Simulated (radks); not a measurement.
Problem. The antimony anion Sb3-, [Xe], held by a Watson sphere: a shell of charge +3 at radius R that stands for the Madelung well of a crystal (potential energy -3/R inside, -3/r outside, in hartree with lengths in bohr). Calculated with a radial shooting solver on a logarithmic mesh with Libxc functionals: scalar-relativistic Kohn-Sham, PBEsol, spin-unpolarised, spherical densities, finite nucleus; Fermi nuclear charge, rms radius of each element as measured or else 0.836 A^(1/3) + 0.57 fm. Response by self-consistent Sternheimer equations with the Hartree and adiabatic LDA kernel, the relativistic mass of each level held fixed and spin-orbit coupling left out. The sphere does not respond.

| R (bohr) | e(4d) (eV) | e(5s) (eV) | e(5p) (eV) | <r> 5p (bohr) | sum of <r^2> (bohr^2) | X-ray form factor at sin(theta)/lambda = 0.1 1/angstrom | alpha (bohr^3) |
|---|---|---|---|---|---|---|---|
| 2.56 | -33.011 | -14.879 | -7.021 | 2.774 | 85.64 | 48.869 | 49.41 |
| 2.84 | -32.265 | -14.055 | -6.589 | 2.885 | 90.52 | 48.679 | 58.17 |
| 4.08 | -30.769 | -11.444 | -4.731 | 3.372 | 113.9 | 47.969 | 124.8 |
| 4.18 | -30.699 | -11.298 | -4.602 | 3.410 | 115.9 | 47.923 | 132.8 |

Estimate the row for R = 4.95 bohr.

Solution. e(4d) (eV) -30.262; e(5s) (eV) -10.406; e(5p) (eV) -3.734; <r> 5p (bohr) 3.694; sum of <r^2> (bohr^2) 131.8; X-ray form factor at sin(theta)/lambda = 0.1 1/angstrom 47.627; alpha (bohr^3) 211.2.
